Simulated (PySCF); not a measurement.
Cl₄Ti, SMILES [Cl][Ti]([Cl])([Cl])[Cl], multiplicity 1.

Coordinates come from a B3LYP-D3(BJ)/def2-SVP optimisation. The multiplicity is an assumed one; other spin states were not compared.

These are PySCF with r2SCAN/def2-TZVP values and carry that method's errors.

The molecule is in vacuum.

total energy: -2690.47042 hartree
point group: Td
highest occupied level: -8.65 eV
lowest empty level: -4.63 eV
orbital gap: 4.02 eV
dipole moment: 0.00 D
quadrupole, principal values (traceless, Buckingham form, about the centre of nuclear charge): 0.00, 0.00, 0.00 D·Å
mean static polarisability: 87.3 bohr³ (12.93 Å³)
polarisability, principal values: 87.3, 87.3, 87.3 bohr³
